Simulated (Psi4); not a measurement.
C3H6Cl, charge -1, singlet, geometry from GFN2-xTB (a gas-phase anion, which may not be bound at this level). Base run: R2SCAN/STO-3G in Psi4.

Here is a job for Psi4.
```
memory 2 GB

molecule {
-1 1
C     0.87874214   -0.57746196    0.01178248
C     2.36128716   -0.21090347    0.01892378
C     0.05260727    0.70987802    0.08469850
H     0.66331677   -1.19415500    0.89661526
H     0.68416168   -1.22068093   -0.87379508
H     2.99566787   -1.10167485    0.03968092
Cl   -1.73162036    0.11908892    0.00897987
H     2.61173789    0.36877995   -0.87023935
H     2.58650261    0.40082008    0.89158272
H     0.14033970    1.19332350   -0.92893097
}

set {
  basis sto-3g
}

energy('r2scan')
print_variables()
```

Each row names what was changed in the base input (with any setting that the change needs).

| change | ΔE vs base (mEh) | point group used | SCF cycles |
|---|---|---|---|
| base | 0.000 | c1 | 7 |
| jitter_ang = 0.002 | 0.179 | c1 | 7 |
| molecule keys = no_reorient | 0.000 | c1 | 7 |
| molecule keys = symmetry c1, no_reorient, no_com | 0.000 | c1 | 7 |
| molecule keys = symmetry c1 | 0.000 | c1 | 7 |

A gas-phase anion may not be bound at this level; its values then depend on the basis.
